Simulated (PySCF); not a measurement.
## S: excitation energy

S [Ne] 3s2 3p4 (3P) → S [Ne] 3s1 3p5 (3P), as a difference of total energies. All numbers are calculated (PySCF 2.14, no relativity, point nucleus, in aug-cc-pV(T+d)Z with one added diffuse shell each of s, p, d, f type (7s6p5d3f, 71 functions)). Correlated levels: valence: [Ne] frozen. The calculations carry no spin-orbit coupling.

**Question.** Order these methods by the excitation energy they give, lowest first.
A. r2SCAN
B. LDA
C. wB97M-V
D. HSE06

**Answer.** B (9.911 eV), A (10.101 eV), D (10.373 eV), C (10.563 eV).

Errors of the correlated levels include the incompleteness of this basis and the frozen core.

For comparison: 8.928 eV (measured; NIST levels, between the centres of gravity of the two terms).
